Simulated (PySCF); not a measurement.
Two-dimensional NMR puzzle

Compound of formula C₈H₁₀O₂. Correlations simulated from computed shifts and the bond graph:

HSQC (one-bond C–H):
```
  δH     δC
7.32  142.7
6.55  143.8
6.41  146.0
5.72  130.5
5.69  130.5
5.68  126.3
5.56  126.3
4.16   50.5
```

COSY cross peaks (H two or three bonds apart, from the bond graph; peaks can be absent where the dihedral angle is near 90°):
```
  δH    δH
7.32  6.41
7.32  5.72
7.32  5.69
6.55  5.68
6.55  5.56
5.72  5.69
5.68  5.56
```

HMBC (two and three bonds, from the bond graph):
```
  δH                                 δC
7.32                146.0, 141.9, 130.5
6.55         174.3, 146.0, 141.9, 126.3
6.41  174.3, 143.8, 142.7, 141.9, 130.5
5.72                       146.0, 142.7
5.69                       146.0, 142.7
5.68                       143.8, 141.9
5.56                       143.8, 141.9
4.16                              174.3
```

Carbons without hydrogens: δ 174.3, 141.9.

Calculated, not measured (PySCF 2.14): structure optimised with GFN2-xTB, NMR shieldings at PBE0/pcSseg-1/GIAO. No solvent, non-relativistic, single conformer, equivalent nuclei averaged.

Referencing at the same level of theory: 1H (σref 31.72) and 13C (σref 186.93) vs TMS.

Exchangeable hydrogens are left out of these lists.

Q: Which molecule is this?

A: SMILES C(/C=C)=C(\C=C)C(=O)OC.

Mapped SMILES: `[CH2:1]=[CH:2]/[CH:3]=[C:4](/[CH:5]=[CH2:6])[C:7](=[O:8])[O:9][CH3:10]`. Each H is labelled by its parent atom. Ha(C1) is cis to C3; Ha(C6) is cis to C4; Hb(C1) is trans to C3; Hb(C6) is trans to C4.

1. δC 174.3 is C7, an ester carbonyl carbon.
2. δC 146.0 is C3, a β carbon of a C=C–C=O unit (δH 6.41).
3. δC 143.8 is C5, an alkene CH (δH 6.55).
4. δC 142.7 is C2, an alkene CH (δH 7.32).
5. δC 141.9 is C4, an α carbon of a C=C–C=O unit.
6. δC 130.5 is C1, a terminal =CH2 carbon (δH 5.72, 5.69).
7. δC 126.3 is C6, a terminal =CH2 carbon (δH 5.56, 5.68).
8. δC 50.5 is C10, a methyl carbon bonded to O (δH 4.16).
9. HMBC from δH 7.32 reaches the proton-free carbon C4.
10. HMBC from δH 6.55 reaches the proton-free carbons C7, C4.
11. HMBC from δH 6.41 reaches the proton-free carbons C7, C4.
12. HMBC from δH 5.68 reaches the proton-free carbon C4.
13. COSY links 7.32–6.41, 7.32–5.72, 7.32–5.69, 6.55–5.68, 6.55–5.56, 5.72–5.69.

The shifts were computed for this structure.

Shifts are as computed. Against solution values, carbons near 30 ppm lie about +3 ppm off and those near 130 ppm about +5 ppm. Of 1211 compounds with measured shifts, 218 miss one by over three times the rms of a fit or turn the order of signals round; such compounds aren't used in these exercises.
